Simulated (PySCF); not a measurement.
# As²⁺: excitation energy

As²⁺ [Ar] 3d10 4s2 4p1 (2P) → As²⁺ [Ar] 3d10 4s1 4p2 (4P), as a difference of total energies. Computed with PySCF 2.14 in aug-cc-pVDZ-DK (6s5p3d, 36 functions), with scalar relativity by spin-free X2C-1e. Correlated levels: valence: [Ar] 3d10 frozen. The calculations carry no spin-orbit coupling.

| method | excitation energy (eV) |
| --- | --- |
| UHF | 6.539 |
| LDA | 8.907 |
| PBE | 8.636 |
| PBE0 | 8.234 |
| r2SCAN | 7.895 |
| B3LYP | 8.764 |
| B2PLYP | 8.274 |
| wB97X-V | 8.505 |
| TPSSh | 8.208 |
| MP2 (valence) | 7.264 |
| SCS-MP2 (valence) | 7.512 |

Question: How much does correlation contribute at MP2 (valence)?

Answer: 7.264 − (6.539) = 0.725 eV, measured against UHF.

A first-order spin-orbit estimate (lowest level to lowest level, LS coupling) adds 0.024 eV.
